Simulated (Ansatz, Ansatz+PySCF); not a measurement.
| atom | x (Å) | y (Å) | z (Å) |
| --- | --- | --- | --- |
| O | 0.0000 | 0.0000 | -0.1197 |
| H | 0.0000 | 0.7542 | 0.4787 |
| H | 0.0000 | -0.7542 | 0.4787 |
| O | 10.0000 | 0.0000 | -0.1085 |
| H | 10.0000 | 0.0000 | 0.8679 |

Basis set: STO-3G (spherical functions). Correlated methods keep 2 orbitals frozen. Charge 0, multiplicity 2.

Computed with Ansatz (development build ahead of 0.2.0); each method stands on the lowest determinant of its kind that the runs found.

The atomization energy at this shape (free ground-state atoms in the same class of orbitals less the molecule, no zero-point energy) of doublet H₃O₂ in separate pieces:

| method | atomization energy |
| --- | --- |
| UHF-MP2 | 974.7 kJ/mol |
| UHF | 838.1 kJ/mol |
| ROHF | 835.1 kJ/mol |

Question: What does UHF-CCSD(T) give?

Answer: 1035.4 kJ/mol.

This basis has no polarisation functions and is too small for such energies, which can lie far from measured ones in either direction.
